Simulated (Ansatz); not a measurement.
Input file for Ansatz (a first-principles code): R-revPBE/def2-TZVPP on Cl2OZr (SMILES [O]=[Zr]([Cl])[Cl]). Elements past Kr take the def2 small-core potentials; no spin–orbit coupling.

Ansatz 0.2 input:
```yaml
crystal:
  periodic: [false, false, false]
  atoms:
    - {symbol: Zr, position_ang: [0.11532033, -0.00154618, -0.33160966]}
    - {symbol: O, position_ang: [1.79859200, -0.00737433, 0.09803050]}
    - {symbol: Cl, position_ang: [-0.94807777, 2.09079796, 0.11018618]}
    - {symbol: Cl, position_ang: [-0.96593457, -2.08187745, 0.12339298]}
basis:
  gaussian:
    orbitals: def2-TZVPP
hamiltonian:
  xc: {name: revPBE}
scf: {lower_state_search: off}
```

Program output:

```
WARN ansatz: RAYON_NUM_THREADS=4 ignored (pool sized by the plan → 4); use --threads N
Functional definition: revPBE
these checks for a lower state are left out or cut short: stability, starts, cluster_reference, orbital_swaps, neighbouring_geometries, increment
integrals: 0.10 GiB planned
1051 factors; their error is unknown
mean field: 0.61 GiB planned
mean field evaluation 1: about -28363.6407 eV, gradient 8.3e1 eV
mean field evaluation 2: about -28124.5491 eV, gradient 2.5e2 eV
mean field evaluation 4: about -28373.3326 eV, gradient 3.5e1 eV
mean field evaluation 8: about -28376.0580 eV, gradient 3.6e-1 eV
mean field evaluation 16: about -28376.0431 eV, gradient 1.4e-4 eV
mean field -28376.04314748 eV, -1042.8003516969 hartree, gradient 8.2e-6 eV, S^2 0.000000; 0 other end points of the search recorded, 0 dependent functions left out
reference -28376.04322482 eV, -1042.8003545392 hartree; 27, 27 occupied and 144, 144 virtual orbitals, 1051 factors
Total energy: -28376.04322482 eV, -1042.8003545392 hartree
Checks for a lower state left out: stability, starts, cluster_reference, orbital_swaps, neighbouring_geometries, increment
```

Self-consistency was reached.

Cost: around 2.8 core-seconds (rough).
